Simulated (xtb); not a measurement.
I₄Ti, charge -1, doublet, at a GFN2-xTB geometry (such geometries of metal compounds can be far from the true shape) (the multiplicity is a formal guess), atoms displaced at random by about 0.1 Å a coordinate; GFN1-xTB run with xtb.

Here is a job for xtb.
```
$ xtb mol.xyz --gfn 1 --chrg -1 --uhf 1 --opt --json

# file mol.xyz
5

Ti    -0.09230887     0.12103523     0.08694513
I      2.07133358    -0.61573427    -1.37155179
I      0.78953267     0.37435294     2.55618950
I     -1.25200328     2.17709155    -1.00448616
I     -1.89649772    -2.05246745     0.00392191
```

It wrote (shortened):

```
   ID    Z sym.   atoms
    1   22 Ti     1
    2   53 I      2-5

           -------------------------------------------------
          |                Calculation Setup                |
           -------------------------------------------------

           -------------------------------------------------
          |                 G F N 1 - x T B                 |
           -------------------------------------------------

          ...................................................
          :                      SETUP                      :
          :.................................................:
          :  # basis functions                  50          :
          :  # atomic orbitals                  45          :
          :  # shells                           15          :
          :  # electrons                        33          :
          :  # halogen bonds                     0          :
          :  max. iterations                   250          :
          :  Hamiltonian                  GFN1-xTB          :
          :  restarted?                      false          :
          :  GBSA solvation                  false          :
          :  PC potential                    false          :
          :  electronic temp.          300.0000000     K    :
          :  accuracy                    1.0000000          :
          :  -> integral cutoff          0.2500000E+02      :
          :  -> integral neglect         0.1000000E-07      :
          :  -> SCF convergence          0.1000000E-05 Eh   :
          :  -> wf. convergence          0.2000000E-04 e    :
          :  Broyden damping             0.4000000          :
          :  net charge                         -1          :
          :  unpaired electrons                  1          :
          ...................................................

 iter      E             dE          RMSdq      gap      omega  full diag
   1    -37.3290911 -0.373291E+02  0.486E+01    0.05       0.0  T
   2    -17.3040886  0.200250E+02  0.356E+01    0.02       1.0  T
   3    -27.1904979 -0.988641E+01  0.318E+01    0.33       1.0  T
   4    -67.2928423 -0.401023E+02  0.372E+01    0.22       1.0  T
   5    -72.6144670 -0.532162E+01  0.325E+01    1.13       1.0  T
   6    -73.0259522 -0.411485E+00  0.306E+01    0.46       1.0  T
   7    -73.1841835 -0.158231E+00  0.288E+01    0.28       1.0  T
   8    -73.5159878 -0.331804E+00  0.258E+01    0.63       1.0  T
   9    -74.0734193 -0.557432E+00  0.132E+01    1.22       1.0  T
  10    -74.1415686 -0.681493E-01  0.856E+00    1.74       1.0  T
  11    -74.1429513 -0.138264E-02  0.808E+00    1.76       1.0  T
  12    -74.1509597 -0.800846E-02  0.448E+00    1.88       1.0  T
  13    -74.1486003  0.235946E-02  0.377E+00    1.71       1.0  T
  14    -74.1527977 -0.419746E-02  0.328E+00    1.80       1.0  T
  15    -74.1523706  0.427146E-03  0.312E+00    1.84       1.0  T
  16    -74.1523411  0.294905E-04  0.348E+00    1.87       1.0  T
  17    -74.1526708 -0.329724E-03  0.123E+00    1.74       1.0  T
  18    -74.1527966 -0.125797E-03  0.811E-01    1.70       1.0  T
  19    -74.1529597 -0.163095E-03  0.634E-01    1.68       1.0  T
  20    -74.1531938 -0.234092E-03  0.248E-01    1.64       1.0  T
  21    -74.1532009 -0.708589E-05  0.161E-01    1.63       1.0  T
  22    -74.1532026 -0.171512E-05  0.902E-02    1.63       1.0  T
  23    -74.1532034 -0.811737E-06  0.658E-02    1.63       1.0  T
  24    -74.1532049 -0.143767E-05  0.376E-02    1.64       1.2  T
  25    -74.1532061 -0.128145E-05  0.301E-02    1.64       1.5  T
  26    -74.1532087 -0.260227E-05  0.139E-02    1.65       3.2  T
  27    -74.1532104 -0.164359E-05  0.244E-03    1.67      18.3  T
  28    -74.1532104 -0.475117E-07  0.835E-04    1.67      53.6  T
  29    -74.1532104 -0.686228E-09  0.529E-04    1.67      84.5  T
  30    -74.1532104 -0.557790E-09  0.277E-04    1.67     161.4  T
  31    -74.1532104 -0.273047E-09  0.300E-05    1.67    1491.2  T
  32    -74.1532104 -0.109139E-10  0.194E-05    1.67    2299.3  T

   *** convergence criteria satisfied after 32 iterations ***

         :::::::::::::::::::::::::::::::::::::::::::::::::::::
         ::                     SUMMARY                     ::
         :::::::::::::::::::::::::::::::::::::::::::::::::::::
         :: total energy             -74.127563975128 Eh    ::
         :: gradient norm             13.243275044450 Eh/a0 ::
         :: HOMO-LUMO gap              1.671260658790 eV    ::
         ::.................................................::
         :: SCC energy               -74.153210439097 Eh    ::
         :: -> electrostatic         -65.676179933433 Eh    ::
         :: repulsion energy           0.030342929478 Eh    ::
         :: dispersion energy         -0.004696465508 Eh    ::
         :: halogen bond corr.         0.000000000000 Eh    ::
         :: add. restraining           0.000000000000 Eh    ::
         :: total charge              -1.000000000000 e     ::
         :::::::::::::::::::::::::::::::::::::::::::::::::::::

      -----------------------------------------------------------
     |                   =====================                   |
     |                        A N C O P T                        |
     |                   =====================                   |
     |               Approximate Normal Coordinate               |
     |                Rational Function Optimizer                |
      -----------------------------------------------------------
      -----------------------------------------------------------
     |                   =====================                   |
     |                        A N C O P T                        |
     |                   =====================                   |
     |               Approximate Normal Coordinate               |
     |                Rational Function Optimizer                |
      -----------------------------------------------------------

[...]
 * total energy  :   -74.1275640 Eh     change       -0.1946887E-11 Eh
 * total energy  :   -91.3351201 Eh     change       -0.1720756E+02 Eh
 * total energy  :  -117.9331729 Eh     change       -0.2659805E+02 Eh
 * total energy  :  -145.3148387 Eh     change       -0.2738167E+02 Eh
 * total energy  :  -156.1693421 Eh     change       -0.1085450E+02 Eh
 * total energy  :  -180.2528752 Eh     change       -0.2408353E+02 Eh
 * total energy  :  -192.4452601 Eh     change       -0.1219238E+02 Eh
 * total energy  :  -198.7497027 Eh     change       -0.6304443E+01 Eh
 * total energy  :  -184.7310599 Eh     change        0.1401864E+02 Eh
 * total energy  :  -190.9040728 Eh     change       -0.6173013E+01 Eh
 * total energy  :  -196.6576265 Eh     change       -0.5753554E+01 Eh
 * total energy  :  -199.5566536 Eh     change       -0.2899027E+01 Eh
 * total energy  :  -195.6398568 Eh     change        0.3916797E+01 Eh
 * total energy  :  -194.2773256 Eh     change        0.1362531E+01 Eh
[...]
 165    -74.1496996 -0.234276E-03  0.120E+00    0.89       1.0  T
 166    -74.1503115 -0.611913E-03  0.913E-01    0.88       1.0  T
 167    -74.1504757 -0.164176E-03  0.716E-01    0.87       1.0  T
 168    -74.1507624 -0.286776E-03  0.401E-01    0.88       1.0  T
 169    -74.1507506  0.118904E-04  0.347E-01    0.87       1.0  T
 170    -74.1508691 -0.118511E-03  0.169E-01    0.89       1.0  T
 171    -74.1508388  0.303029E-04  0.191E-01    0.88       1.0  T
 172    -74.1509021 -0.633154E-04  0.115E-01    0.90       1.0  T
 173    -74.1509054 -0.333157E-05  0.120E-01    0.90       1.0  T
 174    -74.1509478 -0.424424E-04  0.101E-01    0.91       1.0  T
 175    -74.1509711 -0.232642E-04  0.101E-01    0.91       1.0  T
 176    -74.1510035 -0.323385E-04  0.100E-01    0.92       1.0  T
 177    -74.1509895  0.139189E-04  0.998E-02    0.92       1.0  T
 178    -74.1507082  0.281301E-03  0.902E-02    0.86       1.0  T
 179    -74.1506671  0.411379E-04  0.146E-01    0.85       1.0  T
 180    -74.1504292  0.237932E-03  0.191E-01    0.79       1.0  T
 181    -74.1505929 -0.163694E-03  0.171E-01    0.83       1.0  T
 182    -74.1503437  0.249162E-03  0.214E-01    0.76       1.0  T
 183    -74.1504514 -0.107671E-03  0.129E-01    0.80       1.0  T
 184    -74.1503348  0.116572E-03  0.136E-01    0.76       1.0  T
 185    -74.1503896 -0.548413E-04  0.719E-02    0.77       1.0  T
 186    -74.1503450  0.446305E-04  0.718E-02    0.76       1.0  T
 187    -74.1503665 -0.215294E-04  0.554E-02    0.77       1.0  T
 188    -74.1503483  0.182619E-04  0.601E-02    0.76       1.0  T
 189    -74.1503453  0.296376E-05  0.648E-02    0.76       1.0  T
 190    -74.1503337  0.115925E-04  0.747E-02    0.75       1.0  T
 191    -74.1503272  0.649884E-05  0.774E-02    0.75       1.0  T
 192    -74.1503226  0.461781E-05  0.762E-02    0.75       1.0  T
 193    -74.1503148  0.776101E-05  0.649E-02    0.74       1.0  T
 194    -74.1503085  0.631896E-05  0.508E-02    0.74       1.0  T
 195    -74.1503048  0.371434E-05  0.384E-02    0.74       1.2  T
 196    -74.1503014  0.338810E-05  0.309E-02    0.73       1.4  T
 197    -74.1502980  0.342870E-05  0.254E-02    0.73       1.8  T
 198    -74.1502934  0.458198E-05  0.224E-02    0.73       2.0  T
 199    -74.1502906  0.285076E-05  0.197E-02    0.72       2.3  T
 200    -74.1502893  0.127440E-05  0.152E-02    0.72       2.9  T
 201    -74.1502893 -0.486393E-07  0.471E-03    0.71       9.5  T
 202    -74.1502894 -0.770425E-07  0.308E-03    0.71      14.5  T
 203    -74.1502893  0.126875E-06  0.340E-03    0.71      13.2  T
 204    -74.1502893  0.227943E-07  0.866E-04    0.71      51.6  T
 205    -74.1502893  0.582915E-08  0.202E-04    0.71     220.9  T
 206    -74.1502893  0.372950E-09  0.568E-05    0.71     787.9  T
 207    -74.1502893  0.122213E-10  0.358E-05    0.71    1250.3  T

   *** convergence criteria satisfied after 207 iterations ***

         #    Occupation            Energy/Eh            Energy/eV
      -------------------------------------------------------------
         1        2.0000          -17.7591258            -483.2504
       ...           ...                  ...                  ...
        11        2.0000           -0.2822407              -7.6802
        12        2.0000           -0.2456904              -6.6856
        13        2.0000           -0.0107637              -0.2929
        14        2.0000            0.0228696               0.6223
ERROR STOP

Error termination. Backtrace:
        15        2.0000            0.0297562               0.8097
        16        1.9989            0.0577193               1.5706
        17        1.0011            0.0707369               1.9248 (HOMO)
        18        0.0000            0.0969930               2.6393 (LUMO)
        19                          0.1592288               4.3328
        20                          0.2755888               7.4992
        21                          0.3000356               8.1644
        22                          0.3580461               9.7429
       ...                                ...                  ...
        45                          3.9634269             107.8503
      -------------------------------------------------------------
                  HL-Gap            0.0262560 Eh            0.7145 eV
             Fermi-level            0.0740465 Eh            2.0149 eV

         :::::::::::::::::::::::::::::::::::::::::::::::::::::
         ::                     SUMMARY                     ::
         :::::::::::::::::::::::::::::::::::::::::::::::::::::
         :: total energy             -74.124642786491 Eh    ::
         :: gradient norm             13.255517382004 Eh/a0 ::
         :: HOMO-LUMO gap              0.714462955324 eV    ::
         ::.................................................::
         :: SCC energy               -74.150289250461 Eh    ::
         :: -> electrostatic         -65.750353320638 Eh    ::
         :: repulsion energy           0.030342929478 Eh    ::
         :: dispersion energy         -0.004696465508 Eh    ::
         :: halogen bond corr.         0.000000000000 Eh    ::
         :: add. restraining           0.000000000000 Eh    ::
         :: total charge              -0.999999999999 e     ::
         :::::::::::::::::::::::::::::::::::::::::::::::::::::

last geometry written to: xtblast.xyz

########################################################################
[ERROR] Program stopped due to fatal error
-7- Geometry optimization failed
-6- xtb_geoopt: Trying to recover from failed geometry optimization
-5- xtb_geoopt: Geometry optimization did not converge
-4- optimizer_ancopt: Could not relax/optimize structure
-3- optimizer_relax: SCF not converged, aborting...
-2- xtb_calculator_singlepoint: Electronic structure method terminated
-1- scf: Self consistent charge iterator did not converge
########################################################################

abnormal termination of xtb
```

Convergence was not reached.
